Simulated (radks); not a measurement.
Results of a calculation; reference values are marked as such.
Q: These are the eigenvalues of the occupied orbitals of an atom or ion with whole-number occupations (eV). Code: a radial shooting solver on a logarithmic mesh with Libxc functionals. Model: scalar-relativistic Kohn-Sham, r2SCAN, spin-polarised, spherical densities, finite nucleus; meta-GGA in the generalised Kohn-Sham scheme; Fermi nuclear charge, rms radius of each element as measured or else 0.836 A^(1/3) + 0.57 fm.

orbital  eigenvalue
1s        -88706.66
2s        -18240.32
2p        -16109.32
3s        -6455.877
3p        -5833.756
3d        -5216.655

Which element is it, and in what charge state? The configuration may be excited. Open shells, if any, are filled with parallel spins first.

A: Z = 81, thallium, charge +53: Tl53+ in [Ar] 3d10. The list shows which subshells hold electrons but not how many an open one holds; the 1s level, -3259.9 hartree, gives Z - s = 80.7 by -(Z - s)^2/2, which with screening and relativity narrows Z to a few neighbours, and the depths of the outer levels then fix element, charge and occupations together.
